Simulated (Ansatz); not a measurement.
Ideal-gas functions of C2H4GaNO, SMILES `O=[C]1N[CH2][GaH]1` at 298.15 K and 1 bar, from an Ansatz frequency run at PBE0-D4/def2-TZVP.

Molar mass 127.78 g/mol, point group Cs (symmetry number 1), electronic degeneracy 1, moments of inertia 85.313, 174.637, 256.754 u Å². Harmonic wavenumbers (cm⁻¹, unscaled): 153, 292, 316, 435, 520, 531, 572, 591, 709, 709, 1031, 1079, 1175, 1204, 1385, 1497, 1808, 1984, 3056, 3102, 3550.

Use S(trans) = R[1.5 ln M + 2.5 ln T − 1.1517]; rotational temperatures θ = 24.2544 K / I; S(rot) = R[ln(√π/σ · √(T³/θAθBθC)) + 1.5]; for each mode x = 1.438777 ν̃/T, S = R[x/(eˣ − 1) − ln(1 − e⁻ˣ)] and H = RT x/(eˣ − 1); 1 cm⁻¹ = 0.0119627 kJ/mol; R = 8.31446 J/(mol·K).

By hand: the entropy, in J/(mol·K).

Translation 169.3. Rotation: θ = 0.2843, 0.1389, 0.0945 K, giving 111.5. Vibration, mode by mode: 11.02, 6.12, 5.57, 3.52, 2.55, 2.45, 2.09, 1.95, 1.24, 1.24, 0.35, 0.28, 0.19, 0.17, 0.08, 0.05, 0.01, 0.01, 0.00, 0.00, 0.00, in all 38.9. Electronic 0.0. Sum 319.7 J/(mol·K).

By hand: H − E and G − E in kJ/mol, counted from the electronic energy.

Zero-point energy ½ × 25699 × 0.0119627 = 153.7; thermal vibration 7.4; translation, rotation and pV give 4 RT = 9.9. H − E = 171.0 kJ/mol, and G − E = 171.0 − 298.15 × 319.7/1000 = 75.7 kJ/mol.

Vibration gives 12 % of the entropy.
